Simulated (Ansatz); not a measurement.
Consider the ligand exchange at the Si–Cl bond: `O[SiH2]N[SiH2]Cl` + NH₃ → `N[SiH2]N[SiH2]O` + HCl.

Computed with Ansatz on PBE0-D4/def2-TZVP structures; ΔE is electronic, products minus reactants. CBS: MP2 limit from def2 TZ/QZ plus the TZ coupled-cluster correction, frozen cores. This one scheme is used for every species. DFT in def2-TZVPP. One conformer a species, not always the lowest.

| level | ΔE (kJ/mol) |
| --- | --- |
| ωB97M-V | 49.6 |
| r2SCAN | 51.9 |
| CCSD/def2-TZVPP | 45.6 |
| MP2/def2-QZVPP | 51.1 |

Question: What does CCSD(T)/CBS give? (Best estimate.)

Answer: Computed: +49.3 kJ/mol. The listed levels differ from it by 0.3, 2.6, -3.7, 1.8 kJ/mol.

Largest T1 diagnostic among the species: 0.011.
